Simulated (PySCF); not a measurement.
# Computed properties of C3H4BFO2, SMILES B1(F)OCOC=C1

C3H4BFO2, SMILES FB1C=COCO1. Geometry optimised at PBE0-D3(BJ)/def2-SVP. The structure was generated by enumeration, and PubChem lists no compound with its InChIKey, so it may never have been made. The values are those of a single conformer. All values are computed for the isolated molecule unless a solvent is named; none is compared with measurement here.

**Structure.** All 27 harmonic modes at PBE0-D3(BJ)/def2-SVP (PySCF) are real, so it is a minimum. With heavy atoms numbered as in [F:1][B:2]1[CH:3]=[CH:4][O:5][CH2:6][O:7]1, the shortest bond between them is F1–B2 at 1.326 Å and the longest B2–C3 at 1.536 Å.

**Vibrations.** The strongest infrared lines (harmonic, unscaled, degenerate partners summed) lie at 1678 cm⁻¹ (301 km/mol, C 85 %, H 9 %), 1401 cm⁻¹ (288 km/mol, B 39 %, H 21 %, C 18 %, O 15 %), 1468 cm⁻¹ (193 km/mol, H 45 %, B 24 %, C 23 %). The softest mode is at 153 cm⁻¹ and the zero-point energy is 49.7 kcal/mol.

**Electronic structure.** HF/def2-TZVP (PySCF) places the frontier levels at -10.09 and 2.90 eV, a gap of 12.99 eV, and gives a dipole moment of 2.68 D and a mean polarisability of 48.2 bohr³. PBE/def2-TZVP (PySCF) at the same geometry gives -6.21 and -1.84 eV, so its gap is 8.62 eV narrower. An orbital gap is neither the optical nor the fundamental gap.

**Excitations.** TDA-PBE0/def2-SVPD (PySCF) has S1 at 5.89 eV (210 nm, f = 0.143, bright); the most intense of the 10 singlets computed lies at 5.89 eV (f = 0.14). T1 (TDA) is at 3.82 eV, 2.07 eV under S1. TDA-PBE/def2-SVPD (PySCF) puts S1 at 5.38 eV. No vertical singlet excitation falls in the visible range (under 3.1 eV).

**NMR.** GIAO shifts at HF/pcSseg-1 (PySCF) (non-relativistic, atoms alike by connectivity averaged): ¹³C from 82.2 to 181.2 ppm against TMS; ¹H from 5.1 to 7.8 ppm against TMS; ¹⁹F at -84.0 ppm against CFCl3; ¹¹B at 15.9 ppm against BF3.
